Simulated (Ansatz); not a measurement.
System: C2H6BO, charge 0, multiplicity 2. It need not be the lowest isomer of its formula. SMILES: B(O)([CH2])C
Coordinates optimised at B3LYP-D3(BJ)/def2-TZVP (Ansatz, a program for electronic structure):
```xyz
10

B      0.0176     0.0472    -0.0069
C      1.5352    -0.2345    -0.0135
C     -1.0479    -1.0933     0.1788
O     -0.4483     1.3287    -0.1666
H      1.9466    -1.2306     0.1092
H      2.2888     0.5391    -0.1404
H     -2.0722    -0.7198     0.1584
H     -0.9440    -1.8534    -0.6026
H     -0.8931    -1.6194     1.1266
H      0.2482     1.9848    -0.2759
```
Charge 0, spin multiplicity 2.

Computed values are from Ansatz. Correlated levels leave the core frozen unless marked. Open shells are spin-unrestricted. Spin-orbit coupling is left out. Non-relativistic. Basis-set limits of correlation are two-point, X^-3; Hartree-Fock from the larger set. [CCSD(T)-MP2]/basis is that difference in the basis named.

Problem. What is the T1 diagnostic at CCSD/cc-pVTZ?

Solution. 0.013.

Problem. What is the dipole moment at CCSD(T)/aug-cc-pVDZ?

Solution. 1.62 D.

Problem. What is the atomisation energy De at RI-MP2/CBS(cc-pVTZ,cc-pVQZ)+[CCSD(T)-MP2]/cc-pVTZ?

Solution. 942.4 kcal/mol.

Problem. What is the total energy at RI-MP2/CBS(cc-pVTZ,cc-pVQZ)+[CCSD(T)-MP2]/cc-pVTZ?

Solution. -179.6927 Eh.
